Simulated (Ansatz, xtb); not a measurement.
## Two isomers of C4H5NOS

We compare X, `NC1=CC(=O)CS1`, a singlet, with Y, `[H]/N=C1\CC(O)=CS1`, a singlet. Both are isolated molecules in the gas phase, relaxed with r2SCAN-D4/def2-SVP; the shapes shown needn't be the lowest conformers.

X (Å):

```xyz
12

C    -0.8627   -0.0582    0.1811
C    -1.2932   -1.3198    0.5149
C    -1.6131   -2.1584   -0.6126
C    -1.3827   -1.3957   -1.9421
N    -0.5104    0.9415    1.0166
O    -2.0113   -3.3100   -0.6243
S    -0.7914    0.2797   -1.5529
H    -0.1102    1.7991    0.6597
H    -0.4523    0.7689    2.0114
H    -1.3907   -1.6761    1.5418
H    -2.3255   -1.3431   -2.5078
H    -0.6377   -1.9295   -2.5519
```

Y (Å):

```xyz
12

C    -1.8028   -0.9858   -0.1130
C    -0.9854   -2.2268    0.2234
C    -0.4038   -2.7662   -1.0422
C    -0.7104   -2.0731   -2.1567
N    -2.4645   -0.2206    0.6535
O     0.3560   -3.8790   -0.9237
S    -1.7442   -0.6636   -1.8733
H    -2.3950   -0.5427    1.6246
H    -1.6264   -2.9807    0.7165
H    -0.1897   -1.9700    0.9468
H     0.6774   -4.1353   -1.8000
H    -0.3859   -2.2987   -3.1747
```

Estimate E(Y) − E(X) at the level CCSD(T)/def2-SVP + ΔMP2/def2-TZVPP.

Calculated at CCSD(T)/def2-SVP + ΔMP2/def2-TZVPP: E(Y) − E(X) = +16.7 kcal/mol, so structure X lies lower.

Level by level:

```tsv
level	geometry	E(Y) − E(X) (kcal/mol)	departure from the last row (kcal/mol)	job, with rough time for the two
GFN2-xTB	GFN2-xTB	+13.6	−3.1	optimisation, 0.16 s
HF/STO-3G	GFN2-xTB	+9.6	−7.1	single point, 0.58 s
r2SCAN-D4/def2-SVP//GFN2-xTB	GFN2-xTB	+24.1	+7.4	single point, 7.2 s
r2SCAN-D4/def2-SVP	r2SCAN-D4/def2-SVP	+23.5	+6.8	optimisation, 60 s
HF/def2-SVP	r2SCAN-D4/def2-SVP	+21.7	+4.9	part of the CCSD(T) run
MP2/def2-SVP	r2SCAN-D4/def2-SVP	+20.0	+3.2	part of the CCSD(T) run
CCSD(T)/def2-SVP	r2SCAN-D4/def2-SVP	+17.5	+0.7	single point
CCSD(T)/def2-SVP + ΔMP2/def2-TZVPP	r2SCAN-D4/def2-SVP	+16.7		single point, 1.8 min
```

As drawn, Y has 1 C=N, 1 C–O, 1 O–H in place of 1 C–N, 1 C=O, 1 N–H.

The levels shown agree on the order. The largest departure from CCSD(T)/def2-SVP + ΔMP2/def2-TZVPP is that of r2SCAN-D4/def2-SVP//GFN2-xTB, 7.4 kcal/mol. The last row adds to CCSD(T) the change of the MP2 difference between the two basis sets, here −0.7 kcal/mol.

With thermal terms from frequencies at re-optimised GFN2-xTB minima (ideal gas, soft modes damped towards free rotors, one conformer each, 298.15 K, 1 atm): the zero-point term adds +0.1 kcal/mol; ΔH is +16.6 and ΔG +17.0 kcal/mol.

The correlated steps freeze 11 core orbitals. Run with Ansatz 0.2.0, xtb 6.7.1; the last row on 2 threads of Arm Neoverse V1 on a shared host.
